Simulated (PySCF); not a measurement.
Excitations are Tamm–Dancoff values on a coarser integration grid. The basis has no diffuse functions, so Rydberg states are missing or too high.

Z-matrix (Å, degrees):
```
Ga
N 1 1.8258
H 2 1.0069 1 121.04
H 2 1.0071 3 111.36 1 -153.61
N 1 1.8286 2 121.00 3 -172.53
H 5 1.0071 1 120.65 2 166.14
H 5 1.0079 6 110.97 1 150.03
S 1 2.2195 2 117.84 3 14.08
H 8 1.3436 1 94.14 2 172.76
```
Charge 0, multiplicity 1.

Question: What is the computed HOMO, dipole moment and T1 excitation (TDA) (PySCF with TPSSh-D3(BJ)/def2-TZVP // B3LYP-D3(BJ)/def2-TZVP)?

Answer: 
```json
{
 "HOMO": "-6.27 eV",
 "dipole_moment": "2.25 D",
 "T1 excitation (TDA)": "4.87 eV"
}
```
